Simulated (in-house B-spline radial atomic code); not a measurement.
As⁺ is squeezed into an impenetrable sphere of radius R (the orbitals vanish at R). No spin polarisation. Method: non-relativistic Hartree-Fock, average of configuration, point nucleus. Calculated with an all-electron radial atomic-structure program (B-spline basis).

Energies in eV above the free ion in [Ar] 3d10 4s2 4p2:

| R (bohr) | highest level (eV) | [Ar] 3d10 4s2 4p2 | [Ar] 3d10 4s1 4p2 4d1 | [Ar] 3d10 4s1 4p2 4f1 | -dE/dV in [Ar] 3d10 4s2 4p2 (GPa) |
| --- | --- | --- | --- | --- | --- |
| 8.15 | -17.7 | 0.003702 | 20.18 | 25.89 | 0.00884 |
| 6.07 | -17.5 | 0.1529 | 21.45 | 30.01 | 0.619 |
| 5.44 | -17.3 | 0.4514 | 22.59 | 32.61 | 2.24 |
| 4.2 | -15.4 | 3.659 | 29.39 | 43.65 | 30 |
| 3.75 | -13.4 | 7.804 | 36.12 | 52.52 | 80.6 |
| 3.28 | -9.41 | 17.37 | 49.79 | 68.76 | 239 |
| 2.44 | 11.5 | 78.91 | 125 | 147.8 | 2200 |
| 2 | 44.6 | 194.2 | 252.2 | 272.4 | 9160 |
| 1.8 | 74 | 306.5 | 370.4 | 385.5 | 19400 |
| 1.59 | 125 | 517.8 | 586.2 | 590.2 | 46300 |

Q: Does [Ar] 3d10 4s1 4p2 4d1 fall below [Ar] 3d10 4s2 4p2 under compression?

A: No, it stays above over the whole range.

Q: Does [Ar] 3d10 4s1 4p2 4f1 fall below [Ar] 3d10 4s2 4p2 under compression?

A: No, it stays above over the whole range.

The highest level is first positive in the row R = 2.44 bohr, pushed up by confinement above the zero of the free ion's potential. Each configuration is held fixed and needn't be the lowest in the sphere.
